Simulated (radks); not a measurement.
Species: Ru3+. Configuration: [Kr] 4d4.75 4f0.25 (fractional occupations, a model configuration).

Method: scalar-relativistic Kohn-Sham, PBEsol, spin-polarised, spherical densities, finite nucleus; open shells are filled with parallel spins first (spin-orbit coupling, left out, can overturn this in heavy ions); Fermi nuclear charge, rms radius 4.4809 fm; computed with a radial shooting solver on a logarithmic mesh with Libxc functionals.

Energy parts (Ry):
| part | energy |
|---|---|
| total | -9052.43672 |
| kinetic | 9360.38924 |
| electron-nucleus | -21731.92009 |
| Hartree | 3579.21242 |
| exchange-correlation | -260.11829 |

Orbitals (lengths in bohr, moments of r in powers of bohr):
orbital  occ.  eigenvalue (Ry)      <r^4>   <1/r>
1s down     1        -1614.102  5.918e-06   45.85
1s up       1        -1614.101  5.918e-06   45.85
2s up       1        -234.4867   0.001078   10.36
2s down     1        -234.4296   0.001077   10.36
2p up       3        -210.3393  0.0007717   10.05
2p down     3        -210.2958  0.0007714   10.05
3s up       1        -43.54176    0.05330   3.593
3s down     1        -43.50906    0.05317   3.593
3p up       3        -35.61143    0.05799   3.422
3p down     3        -35.57463    0.05778   3.422
3d up       5        -22.84747    0.05973   3.195
3d down     5        -22.79280    0.05930   3.195
4s up       1         -8.39982      1.994   1.354
4s down     1         -8.13113      1.959   1.365
4p up       3         -6.17278      3.030   1.217
4p down     3         -5.88691      2.997   1.226
4d up    4.75         -2.97342      9.550  0.9294
4d down     0         -2.67497      10.21  0.9275
5s up       0         -2.23588      67.68  0.5292
5s down     0         -2.03012      72.81  0.5146
5p up       0         -1.71430      125.8  0.4523
5d up       0         -1.04513      487.0  0.3245
4f up    0.25         -0.81236      521.6  0.3182
5f up       0         -0.49751       5768  0.1977

The highest occupied level is 4f up at -11.053 eV. The configuration is held as typed, so some empty levels lie below it. Spin moment in Bohr magnetons: 5.
